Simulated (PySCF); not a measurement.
Structure problem from calculated spectra and properties.

Formula: BeF2.

- Rotational structure: rotational constant B (linear): 6.913 GHz [PBE0-D3(BJ)/def2-SVP]
- Polarisability: 13.2 au [wB97X-D/def2-SVPD]
- Triplet: lowest triplet excitation (Tamm–Dancoff): 9.58 eV [TDA wB97X-D/def2-SVPD]
- XPS: Be1s 123.6, F1s 692.9 (×2) eV [ΔSCF SCAN, pcX-2 on the ionised atom, pcseg-1 elsewhere, spin-free X2C]
- Dipole: 0.00 D by symmetry (numerical residue 0.01 D) [wB97X-D/def2-SVPD]
- UV, strongest line: among the 10 lowest singlet transitions: S3/S4 at 10.46 eV (119 nm, f = 0.284 summed over these states) [TDDFT wB97X-D/def2-SVPD]
- NMR, other nuclei: isotropic shieldings of nuclei other than C and H, by class: 107 (1 Be), 364 (2 F) ppm [GIAO B3LYP/pcSseg-1]
- UV, first state: lowest singlet excitation: 9.76 eV (127 nm, f = 0.000 summed over 2 states within 0.01 eV) [TDDFT wB97X-D/def2-SVPD]

The electronic properties come from PySCF, for the isolated species, density fitting. Levels stand in brackets. Geometry: PBE0-D3(BJ)/def2-SVP; no solvent, vibrations or thermal averaging. Each NMR value is the plain mean over a class of atoms that symmetry, rotation or inversion makes alike.

Task: What is the compound? Reason from the data.

Result: The other shieldings belong to: 107 ppm, beryllium bonded to 2 F; 364 ppm, fluorine bonded to Be. The core levels belong to: Be1s 123.6 eV, beryllium bonded to 2 F; F1s 692.9 eV, fluorine bonded to Be. The vanishing dipole is forced by symmetry. The optimised geometry has point group D∞h and is a linear rotor. Structure: `[F][Be][F]`. The assignments are read from this structure; whether some other isomer fits the data as well wasn't checked.
